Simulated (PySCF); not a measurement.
## Diatomics of Ga with the halogens

PBE0 with triple-zeta basis sets in PySCF, for the lowest determinant that a PBE0 search found; no spin–orbit coupling. De refers to high-spin ground-configuration atoms. A positive dipole means M(−)Ga(+).

| M | basis | state (unpaired electrons) | Re (Å) | ωe (cm⁻¹) | De (eV) | μ (D) |
| --- | --- | --- | --- | --- | --- | --- |
| F | def2-TZVPP | singlet (closed shell) | 1.787 | 619 | 5.94 | 2.22 |
| Cl | def2-TZVPP | singlet (closed shell) | 2.216 | 367 | 4.84 | 2.35 |
| Br | def2-TZVPP | singlet (closed shell) | 2.374 | 265 | 4.39 | 2.49 |
| I | x2c-TZVPPall | singlet (closed shell) | 2.586 | 217 | 3.82 | 2.51 |

Task: By what factor does the well depth vary along the series?

Result: At PBE0 it runs from 3.82 eV (GaI) to 5.94 eV (GaF), a factor of 1.55.

The rows differ in basis set, which adds steps of its own.

Down a group the atoms grow and get heavier, so bonds lengthen and wavenumbers fall; this series shows no clear exception.

These are scalar-relativistic numbers at best; spin–orbit coupling would shift them, the dissociation energy most.
